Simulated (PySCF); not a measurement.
B₂F₃ (SMILES F[B]B(F)F), doublet, geometry from GFN2-xTB. Base run: PySCF with M062X/def2-SVP.

PySCF was given this input:
```python
from pyscf import gto, scf, dft

mol = gto.M(
    atom='''
F     2.288008   -0.251312   -0.037840
B     1.014821   -0.125523    0.086145
B    -0.536573    0.058266    0.013782
F    -1.153281    1.246682    0.141706
F    -1.400421   -0.958005   -0.159381
''',
    basis='def2-svp',
    charge=0,
    spin=1,
    verbose=4,
)

mf = dft.UKS(mol)
mf.xc = 'm062x'
mf.kernel()
mf.analyze()
```

Variants of this job, named by their change:

```csv
change,ΔE vs base (µEh),fitting functions,dipole (D)
base,0.0,-,2.21
auxbasis = def2-universal-jfit,8681,245,2.21
auxbasis = cc-pvtz-jkfit,0.4,395,2.21
"exchange = seminumerical (SGX) (with mf = sgx.sgx_fit(mf, auxbasis='def2-universal-jfit'); with mf.with_df.dfj = True)",-176,245,2.21
auxbasis = default (with mf = mf.density_fit()),106,381,2.21
auxbasis = def2-universal-jkfit,106,381,2.21
auxbasis = autoaux,56.1,555,2.21
auxbasis = even-tempered beta=1.6,8.3,890,2.21
only_dfj = on; auxbasis = def2-universal-jfit,-173,245,2.21
auxbasis = def2-tzvp-ri,184,380,2.21
```

A fitting set is made for a task (jfit for Coulomb, jkfit for Coulomb and exchange, ri for correlation) and for a family of orbital bases.

Open shells are given as the SCF converged; they aren't shown to be the lowest states, and a large step between rows can be another state.
